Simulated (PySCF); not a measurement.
H2ClF3Si2, SMILES [SiH2]([Si](F)(F)F)Cl, singlet (PBE/def2-SVP optimised geometry):

```
8

F      1.054    -0.773     0.000
Si    -0.568    -0.773     0.000
F     -1.053    -1.437    -1.401
F     -1.054     0.773     0.000
Si    -1.460    -1.964     1.806
Cl    -0.832    -1.042     3.563
H     -0.970    -3.381     1.772
H     -2.959    -1.939     1.727
```

Computed with PBE/def2-TZVP in PySCF.

Q: What are the frontier orbital energies and the dipole moment?

A: HOMO-2 -9.20 eV, HOMO-1 -8.14 eV, HOMO -7.79 eV, LUMO -2.20 eV, LUMO+1 -1.49 eV; dipole moment 1.91 D.

Meta-Löwdin charges at PBE/def2-TZVP: F1 -0.46, Si2 1.38, F3 -0.46, F4 -0.46, Si5 0.35, Cl6 -0.26, H7 -0.05, H8 -0.05.
